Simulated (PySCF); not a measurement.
## Computed data sheet: `CCc1c[nH]c[nH+]1`

Species: C5H9N2 (charge +1).
Bonds: C1–C2, C2–C3, C3–C4 (aromatic), C4–N5 (aromatic), N5–C6 (aromatic), C6–N7 (aromatic), C3–N7 (aromatic). Hydrogens: H8, H9, H10 on C1; H11, H12 on C2; H13 on C4; H14 on N5; H15 on C6; H16 on N7.

From GFN2-xTB geometry:

```
Point group of the GFN2-xTB geometry                  : C1
Rotational constants A, B, C of the GFN2-xTB geometry : 6.596, 1.891, 1.651 GHz
```

From CAM-B3LYP/def2-SVPD ground state and vertical TDDFT (core frozen in the response) (PySCF):

```
HOMO energy                                                       : -13.35 eV
LUMO energy                                                       : -4.24 eV
HOMO–LUMO gap                                                     : 9.11 eV
Lowest singlet excitation                                         : 6.08 eV (204 nm, f = 0.172)
Strongest line among the 8 lowest singlet transitions             : S1 at 6.08 eV (204 nm, f = 0.172)
Lowest triplet excitation (Tamm–Dancoff)                          : 4.31 eV
Static isotropic polarisability                                   : 65.3 au
Electronic spatial extent ⟨r²⟩ about the centre of nuclear charge : 764 bohr²
```

Monoisotopic mass of the ion (most abundant isotopes, electron mass counted): 97.0760 u.

The largest Löwdin shares of the LUMO are 0.35 on C6, 0.21 on N5, 0.20 on N7 and 0.07 on H15. With B = h/(8π²I), that is 505.379 GHz u Å² over I, the principal moments of inertia are 76.6, 267.3 and 306.1 u Å² (most abundant isotopes). The vertical singlet–triplet gap S1 − T1 is 1.77 eV (TDDFT singlet less Tamm–Dancoff triplet; S1: HOMO→LUMO, weight 0.97; T1: HOMO→LUMO, weight 0.95). The rotational constants make it an asymmetric top with κ = (2B − A − C)/(A − C) = -0.90, nearer the prolate limit (−1). The 8 singlets span 6.08 to 8.79 eV, and their oscillator strengths add up to 0.42.

The structure is a single GFN2-xTB conformer in the gas phase; no vibrational or solvent corrections.

The values belong to the conformer `[CH3:1][CH2:2][c:3]1[cH:4][nH:5][cH:6][nH+:7]1`: C1–C2–C3–C4 -96°.
